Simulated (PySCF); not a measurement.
C3F5 (SMILES F[C]=C(F)C(F)(F)F), doublet (typed; the unrestricted solution is spin-contaminated), geometry from GFN2-xTB; CCSD(T)/STO-3G (PySCF).

Here is a job for PySCF.
```python
from pyscf import gto, scf, cc

mol = gto.Mole()
mol.atom = '''
    F     2.60094538    1.14283506    0.08089861
    C     1.43096998    0.69793299   -0.24220788
    C     0.44692092    0.10911001    0.37558517
    F     0.44992855   -0.20912959    1.70017522
    C    -0.83543288   -0.29579618   -0.32144863
    F    -1.90245541    0.30342010    0.21057985
    F    -0.79671474    0.03356214   -1.61483549
    F    -1.04667580   -1.61151893   -0.25143729
'''
mol.basis = 'sto-3g'
mol.spin = 1
mol.verbose = 4
mol.build()

mf = scf.UHF(mol)
mf.kernel()

mycc = cc.CCSD(mf)
mycc.kernel()
et = mycc.ccsd_t()
print('E(CCSD(T)) = %.10f' % (mycc.e_tot + et))
```

It wrote (shortened):

```
PySCF version 2.14.0

[INPUT] verbose = 4
[INPUT] num. atoms = 8
[INPUT] num. electrons = 63
[INPUT] charge = 0
[INPUT] spin (= nelec alpha-beta = 2S) = 1
[INPUT] symmetry False subgroup None
[INPUT] Mole.unit = angstrom
[INPUT] Symbol           X                Y                Z      unit          X                Y                Z       unit  Magmom
[INPUT]  1 F      2.600945380000   1.142835060000   0.080898610000 AA    4.915074433153   2.159645268951   0.152876216758 Bohr   0.0
[INPUT]  2 C      1.430969980000   0.697932990000  -0.242207880000 AA    2.704141354674   1.318902204399  -0.457706558412 Bohr   0.0
[INPUT]  3 C      0.446920920000   0.109110010000   0.375585170000 AA    0.844558138139   0.206188036349   0.709753107748 Bohr   0.0
[INPUT]  4 F      0.449928550000  -0.209129590000   1.700175220000 AA    0.850241735123  -0.395197649643   3.212865529572 Bohr   0.0
[INPUT]  5 C     -0.835432880000  -0.295796180000  -0.321448630000 AA   -1.578739338657  -0.558973768893  -0.607449873817 Bohr   0.0
[INPUT]  6 F     -1.902455410000   0.303420100000   0.210579850000 AA   -3.595119689097   0.573380889688   0.397938243852 Bohr   0.0
[INPUT]  7 F     -0.796714740000   0.033562140000  -1.614835490000 AA   -1.505572658004   0.063423252754  -3.051596812328 Bohr   0.0
[INPUT]  8 F     -1.046675800000  -1.611518930000  -0.251437290000 AA   -1.977930603210  -3.045329422252  -0.475147615603 Bohr   0.0

nuclear repulsion = 395.48712956129
number of shells = 24
number of NR pGTOs = 120
number of NR cGTOs = 40
basis = sto-3g
ecp = {}

******** <class 'pyscf.scf.uhf.UHF'> ********
method = UHF
initial guess = minao
damping factor = 0
level_shift factor = 0
DIIS = <class 'pyscf.scf.diis.CDIIS'>
diis_start_cycle = 1
diis_space = 8
diis_damp = 0
SCF conv_tol = 1e-09
SCF conv_tol_grad = None
SCF max_cycles = 50
direct_scf = True
direct_scf_tol = 1e-13
number electrons alpha = 32  beta = 31
Set gradient conv threshold to 3.16228e-05
init E= -603.758280182898

cycle= 1 E= -601.978173403349  delta_E= 1.78  |g|= 0.637  |ddm|=  2.9
cycle= 2 E= -602.255770901339  delta_E= -0.278  |g|= 0.216  |ddm|= 1.11
cycle= 3 E= -602.288115335242  delta_E= -0.0323  |g|= 0.054  |ddm|= 0.306
cycle= 4 E= -602.292828281247  delta_E= -0.00471  |g|= 0.0235  |ddm|= 0.141
cycle= 5 E= -602.294076492466  delta_E= -0.00125  |g|= 0.0187  |ddm|= 0.0568
cycle= 6 E= -602.295301954396  delta_E= -0.00123  |g|= 0.0174  |ddm|= 0.0584
cycle= 7 E= -602.296980416755  delta_E= -0.00168  |g|= 0.0164  |ddm|= 0.0839
cycle= 8 E= -602.30116806079  delta_E= -0.00419  |g|= 0.00617  |ddm|= 0.294
cycle= 9 E= -602.301380218134  delta_E= -0.000212  |g|= 0.00256  |ddm|= 0.0451
cycle= 10 E= -602.30141709746  delta_E= -3.69e-05  |g|= 0.000968  |ddm|= 0.0381
cycle= 11 E= -602.301408726449  delta_E= 8.37e-06  |g|= 0.00134  |ddm|= 0.0258
cycle= 12 E= -602.301416132957  delta_E= -7.41e-06  |g|= 0.000906  |ddm|= 0.0279
cycle= 13 E= -602.301421836308  delta_E= -5.7e-06  |g|= 0.000148  |ddm|= 0.0128
cycle= 14 E= -602.301421952494  delta_E= -1.16e-07  |g|= 6.59e-05  |ddm|= 0.000958
cycle= 15 E= -602.301421982251  delta_E= -2.98e-08  |g|= 1.1e-05  |ddm|= 0.000896
cycle= 16 E= -602.301421982813  delta_E= -5.62e-10  |g|= 3.59e-06  |ddm|= 0.00012
Extra cycle  E= -602.301421982834  delta_E= -2.11e-11  |g|= 2.43e-06  |ddm|= 7.04e-06
converged SCF energy = -602.301421982834  <S^2> = 1.0361815  2S+1 = 2.2681988

******** <class 'pyscf.cc.uccsd.UCCSD'> ********
CC2 = 0
CCSD nocc = (np.int64(32), np.int64(31)), nmo = (40, 40)
max_cycle = 50
direct = 0
conv_tol = 1e-07
conv_tol_normt = 1e-06
diis_space = 6
diis_start_cycle = 0
diis_start_energy_diff = 1e+09
Init t2, MP2 energy = -0.208367838420962
Init E_corr(UCCSD) = -0.20836783842704
cycle = 1  E_corr(UCCSD) = -0.239862705194511  dE = -0.0314948668  norm(t1,t2) = 0.113731
cycle = 2  E_corr(UCCSD) = -0.256597936992863  dE = -0.0167352318  norm(t1,t2) = 0.056113
cycle = 3  E_corr(UCCSD) = -0.266623211282229  dE = -0.0100252743  norm(t1,t2) = 0.0404923
cycle = 4  E_corr(UCCSD) = -0.273499418549373  dE = -0.00687620727  norm(t1,t2) = 0.0236944
cycle = 5  E_corr(UCCSD) = -0.27376767513913  dE = -0.00026825659  norm(t1,t2) = 0.012918
cycle = 6  E_corr(UCCSD) = -0.274200408649987  dE = -0.000432733511  norm(t1,t2) = 0.00443604
cycle = 7  E_corr(UCCSD) = -0.27447537222883  dE = -0.000274963579  norm(t1,t2) = 0.00265983
cycle = 8  E_corr(UCCSD) = -0.27450159223764  dE = -2.62200088e-05  norm(t1,t2) = 0.00132537
cycle = 9  E_corr(UCCSD) = -0.274526833728169  dE = -2.52414905e-05  norm(t1,t2) = 0.000766643
cycle = 10  E_corr(UCCSD) = -0.274539010890137  dE = -1.2177162e-05  norm(t1,t2) = 0.000342534
cycle = 11  E_corr(UCCSD) = -0.274542747065128  dE = -3.73617499e-06  norm(t1,t2) = 0.000112729
cycle = 12  E_corr(UCCSD) = -0.274543830596815  dE = -1.08353169e-06  norm(t1,t2) = 5.42867e-05
cycle = 13  E_corr(UCCSD) = -0.274541734344775  dE = 2.09625204e-06  norm(t1,t2) = 3.04907e-05
cycle = 14  E_corr(UCCSD) = -0.274539061530517  dE = 2.67281426e-06  norm(t1,t2) = 1.8937e-05
cycle = 15  E_corr(UCCSD) = -0.274537884073475  dE = 1.17745704e-06  norm(t1,t2) = 9.14033e-06
cycle = 16  E_corr(UCCSD) = -0.274537094850472  dE = 7.89223004e-07  norm(t1,t2) = 5.29496e-06
cycle = 17  E_corr(UCCSD) = -0.274536829517467  dE = 2.65333004e-07  norm(t1,t2) = 2.42903e-06
cycle = 18  E_corr(UCCSD) = -0.27453684296104  dE = -1.34435725e-08  norm(t1,t2) = 1.12075e-06
cycle = 19  E_corr(UCCSD) = -0.274536832144589  dE = 1.08164505e-08  norm(t1,t2) = 6.70247e-07
UCCSD converged
E(UCCSD) = -602.575958814979  E_corr = -0.2745368321445892
UCCSD(T) correction = -0.00990587360944039
E(CCSD(T)) = -602.5858646886
```
